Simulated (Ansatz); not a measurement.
Job for Ansatz (an electronic-structure program): R-wB97X-V/def2-TZVPPD on CH7ISi (a complex), monomers drawn apart or pushed together. Elements past Kr take the def2 small-core potentials; no spin–orbit coupling. Files ending in .json are basis or fitting sets from the Basis Set Exchange.

Ansatz 0.2 input:
```yaml
crystal:
  periodic: [false, false, false]
  atoms:
    - {symbol: Si, position_ang: [0.20331064, -1.37407707, 1.33719304]}
    - {symbol: I, position_ang: [-0.54154177, 0.91006252, 0.81056812]}
    - {symbol: H, position_ang: [0.36378712, -2.10872982, 0.06698413]}
    - {symbol: H, position_ang: [-0.82273715, -2.01560807, 2.18061796]}
    - {symbol: H, position_ang: [1.48993111, -1.29052714, 2.05362554]}
    - {symbol: C, position_ang: [0.06404281, -0.25637872, 5.53249768]}
    - {symbol: H, position_ang: [-0.79357777, -0.91212878, 5.38833788]}
    - {symbol: H, position_ang: [0.98335085, -0.83399649, 5.44415945]}
    - {symbol: H, position_ang: [0.05133030, 0.52763068, 4.77692031]}
    - {symbol: H, position_ang: [0.01329039, 0.19314761, 6.52312459]}
basis:
  gaussian:
    orbitals: def2-TZVPPD.json
hamiltonian:
  xc: {name: wB97X-V}
scf: {lower_state_search: off}
```

The head of its log:

```
WARN ansatz: RAYON_NUM_THREADS=1 ignored (pool sized by the plan → 1); use --threads N
Functional definition: wB97X-V
these checks for a lower state are left out or cut short: stability, starts, cluster_reference, orbital_swaps, neighbouring_geometries, increment
integrals: 0.26 GiB planned
1345 factors; their error is unknown
integrals: 0.30 GiB planned
412 factors; integrals over basis functions are off by at most 3.3e-5 eV
mean field: 1.52 GiB planned
mean field evaluation 1: about -17127.1510 eV, gradient 3.2e1 eV
mean field evaluation 2: about -17128.4911 eV, gradient 2.1e1 eV
```

**Question.** What total energy does the run end on?

**Answer.** -629.5016 hartree.
